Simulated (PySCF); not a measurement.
trichloroethylene (C2HCl3), singlet, geometry from GFN2-xTB; CAMB3LYP/3-21G (PySCF).

The PySCF input:
```python
from pyscf import gto, scf, dft

mol = gto.M(
    atom='''
Cl    2.164304    0.650631   -0.024884
C     0.968681   -0.568927   -0.034553
C    -0.332364   -0.292371   -0.001418
Cl   -0.967282    1.297247    0.054353
Cl   -1.500229   -1.550861   -0.012694
H     1.336608   -1.581513   -0.069361
''',
    basis='3-21g',
    charge=0,
    spin=0,
    verbose=4,
)

mf = dft.RKS(mol)
mf.xc = 'camb3lyp'
mf.kernel()
```

The log (banner, timings and long lists left out):

```
PySCF version 2.14.0

[INPUT] verbose = 4
[INPUT] num. atoms = 6
[INPUT] num. electrons = 64
[INPUT] charge = 0
[INPUT] spin (= nelec alpha-beta = 2S) = 0
[INPUT] symmetry False subgroup None
[INPUT] Mole.unit = angstrom
[INPUT] Symbol           X                Y                Z      unit          X                Y                Z       unit  Magmom
[INPUT]  1 Cl     2.164304000000   0.650631000000  -0.024884000000 AA    4.089941810301   1.229514398152  -0.047023944884 Bohr   0.0
[INPUT]  2 C      0.968681000000  -0.568927000000  -0.034553000000 AA    1.830541792070  -1.075116214870  -0.065295706782 Bohr   0.0
[INPUT]  3 C     -0.332364000000  -0.292371000000  -0.001418000000 AA   -0.628076933665  -0.552501116765  -0.002679631645 Bohr   0.0
[INPUT]  4 Cl    -0.967282000000   1.297247000000   0.054353000000 AA   -1.827898065222   2.451441545914   0.102712284048 Bohr   0.0
[INPUT]  5 Cl    -1.500229000000  -1.550861000000  -0.012694000000 AA   -2.835021934130  -2.930702547269  -0.023988183425 Bohr   0.0
[INPUT]  6 H      1.336608000000  -1.581513000000  -0.069361000000 AA    2.525823055903  -2.988626432439  -0.131073293726 Bohr   0.0

nuclear repulsion = 319.664307475796
number of shells = 33
number of NR pGTOs = 114
number of NR cGTOs = 59
basis = 3-21g
ecp = {}

******** <class 'pyscf.dft.rks.RKS'> ********
method = RKS
initial guess = minao
damping factor = 0
level_shift factor = 0
DIIS = <class 'pyscf.scf.diis.CDIIS'>
diis_start_cycle = 1
diis_space = 8
diis_damp = 0
SCF conv_tol = 1e-09
SCF conv_tol_grad = None
SCF max_cycles = 50
direct_scf = True
direct_scf_tol = 1e-13
XC library pyscf.dft.libxc version 7.1.2
    S. Lehtola, C. Steigemann, M. J. T. Oliveira, and M. A. L. Marques,  SoftwareX 7, 1–5 (2018)
XC functionals = camb3lyp
    T. Yanai, D. P. Tew, and N. C. Handy,  Chem. Phys. Lett. 393, 51 (2004)
radial grids:
    Treutler-Ahlrichs [JCP 102, 346 (1995); DOI:10.1063/1.469408] (M4) radial grids

becke partition: Becke, JCP 88, 2547 (1988); DOI:10.1063/1.454033
pruning grids: <function nwchem_prune>
grids dens level: 3
symmetrized grids: False
atomic radii adjust function: <function treutler_atomic_radii_adjust>
small_rho_cutoff = 0
Set gradient conv threshold to 3.16228e-05
Initial guess from minao.
tot grids = 94688
init E= -1450.21217608761
  HOMO = -0.250880999708412  LUMO = -0.0031673312842917  gap/eV = 6.74063
cycle= 1 E= -1450.18900004318  delta_E= 0.0232  |g|= 0.465  |ddm|= 2.99
  HOMO = -0.35520755532546  LUMO = -0.0720121542075551  gap/eV = 7.70614
cycle= 2 E= -1450.166903012  delta_E= 0.0221  |g|= 0.614  |ddm|= 1.83
  HOMO = -0.327578369782838  LUMO = 0.0117584990893536  gap/eV = 9.23383
cycle= 3 E= -1450.26065173817  delta_E= -0.0937  |g|= 0.0313  |ddm|= 0.843
  HOMO = -0.321936479619324  LUMO = 0.0227051934392628  gap/eV = 9.37818
cycle= 4 E= -1450.26078653561  delta_E= -0.000135  |g|= 0.0303  |ddm|= 0.102
  HOMO = -0.323011911481382  LUMO = 0.0212644528699448  gap/eV = 9.36824
cycle= 5 E= -1450.26101778822  delta_E= -0.000231  |g|= 0.00218  |ddm|= 0.0318
  HOMO = -0.32341476183676  LUMO = 0.0209326946987705  gap/eV = 9.37017
cycle= 6 E= -1450.26102086917  delta_E= -3.08e-06  |g|= 0.000882  |ddm|= 0.009
  HOMO = -0.323333179525538  LUMO = 0.0210059174567228  gap/eV = 9.36994
cycle= 7 E= -1450.26102112467  delta_E= -2.56e-07  |g|= 0.000204  |ddm|= 0.00169
  HOMO = -0.323325966726929  LUMO = 0.0210242280466679  gap/eV = 9.37025
cycle= 8 E= -1450.26102114414  delta_E= -1.95e-08  |g|= 5.48e-05  |ddm|= 0.000601
  HOMO = -0.323334938469237  LUMO = 0.0210178283789901  gap/eV = 9.37032
cycle= 9 E= -1450.26102114514  delta_E= -9.95e-10  |g|= 1.05e-05  |ddm|= 0.000105
  HOMO = -0.323334484417169  LUMO = 0.0210185753249699  gap/eV = 9.37032
Extra cycle  E= -1450.26102114515  delta_E= -1.8e-11  |g|= 8.8e-06  |ddm|= 2.99e-05
converged SCF energy = -1450.26102114515
```
